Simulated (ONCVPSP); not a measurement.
# Potentials for Zn (Z = 30) compared

Generated with ld1.x 7.5 (TM, RRKJ, ultrasoft, PAW), atompaw 4.2 or ONCVPSP 4.0.1. The cutoff is in Ry: for ld1.x and atompaw files where the sum of valence levels is converged to 10 mRy in a Bessel basis, for ONCV files where the hardest occupied wave has 1 mHa per electron of residual kinetic energy. The error is the largest all-electron minus pseudo excitation energy over each file’s own four to seven test configurations (ionisations up to +4, promotions, holes and added fractions of an electron), all of which were solved. The labels leave out finer settings (local radius, basis sizes, second energies), which also bear on the numbers. Spin-polarised tests are not counted. The rows are a selection from randomly drawn settings: files with unsolved tests, undetermined cutoffs or missed reference levels are left out.

A true bound ghost makes a file unfit for plane-wave use even where its test errors are small: the radial tests pick states by their node count and pass the ghost by.

| potential | cutoff (Ry) | largest error (meV) | bound ghosts |
| --- | --- | --- | --- |
| ONCV, PBEsol, scalar-relativistic, rc 0.95/1.05/0.75 (spd), local smoothed, core correction yes, reference 3s2 3p6 3d10 4s2, qcut 13.5/14.4/24, projectors 2/2/2 | 374 | -6.6 | none |
| ONCV, PBEsol, scalar-relativistic, rc 2.05/3.05/0.95 (spd), local smoothed, core correction yes, reference 3d10 4s1, qcut 3.3/2.6/19.9, projectors 2/2/3 | 259 | -218 | s, p |
| ONCV, PBE, scalar-relativistic, rc 0.95/1.15/1.05 (spd), local smoothed, core correction yes, reference 3s2 3p6 3d9, qcut 16.6/12.1/13.1, projectors 1/2/2 | 163 | +416 | none |
| ONCV, Wu-Cohen, scalar-relativistic, rc 1.90/1.15/1.15 (spd), local smoothed, core correction no, reference 3p6 3d10 4s1.5, qcut 3.9/9.6/14.8, projectors 2/1/2 | 162 | -96 | none |
| ONCV, PBE, fully relativistic, rc 1.05/0.75/1.50 (spd), local smoothed, core correction no, reference 3s2 3p6 3d10 4s2, qcut 14.1/8.7/8.7, projectors 2/3/2 | 141 | +50 | none |
| ONCV, LDA (Perdew-Wang 92), fully relativistic, rc 1.80/0.70/1.10/1.90 (spdf), local smoothed, core correction yes, reference 3p6 3d10 4s2, qcut 3.5/12.4/13.8/5.8, projectors 3/2/1/2 | 159 | -114 | s, f7/2, f5/2 |
| ONCV, LDA (Perdew-Zunger), scalar-relativistic, rc 2.20/1.05/1.35 (spd), local smoothed, core correction yes, reference 3p6 3d10 4s2, qcut 3.7/12.6/13.9, projectors 1/2/3 | 132 | +34 | s |

(1) Fill in the row for Zn: ONCV, PBEsol, scalar-relativistic, rc 2.15/0.90/1.05/1.90 (spdf), local smoothed, core correction yes, reference 3p6 3d10 4s2, qcut 2.8/15.9/14.8/5.1, projectors 2/3/2/2.

Answers

(1) cutoff 176 Ry, largest error -36 meV, bound ghosts: s.
